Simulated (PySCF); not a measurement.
PySCF 2.14 output of an unrestricted wB97M-V calculation on a single atom or ion in def2-TZVPPD (6s6p4d2f1g, 67 functions), with the non-relativistic Hamiltonian (point nucleus):

```
SCF conv_tol = 1e-09
number electrons alpha = 15  beta = 14
    N. Mardirossian and M. Head-Gordon.,  J. Chem. Phys. 144, 214110 (2016)
cycle= 1 E= -1778.65311770568  delta_E= -0.0109  |g|= 0.104  |ddm|= 0.15
cycle= 2 E= -1778.65285826209  delta_E= 0.000259  |g|= 0.116  |ddm|= 0.0889
cycle= 3 E= -1778.65448769872  delta_E= -0.00163  |g|= 0.00537  |ddm|= 0.0283
cycle= 4 E= -1778.65449494316  delta_E= -7.24e-06  |g|= 0.000508  |ddm|= 0.0106
cycle= 5 E= -1778.65449508995  delta_E= -1.47e-07  |g|= 2.74e-05  |ddm|= 0.002
cycle= 6 E= -1778.6544950907  delta_E= -7.47e-10  |g|= 2.99e-06  |ddm|= 0.000149
converged SCF energy = -1778.6544950907  <S^2> = 0.75057185  2S+1 = 2.0005718
```

The run itself started from symmetry-adapted Hartree-Fock orbitals and held the occupation by maximum overlap, on a logarithmic radial grid, so the iterations belong to that start.

**Question.** Which element, charge and spin multiplicity is this?

**Answer.** Zn⁺ (zinc, charge +1), multiplicity 2; the state was [Ar] 3d9 4s2, 2D determinant (an excited configuration).
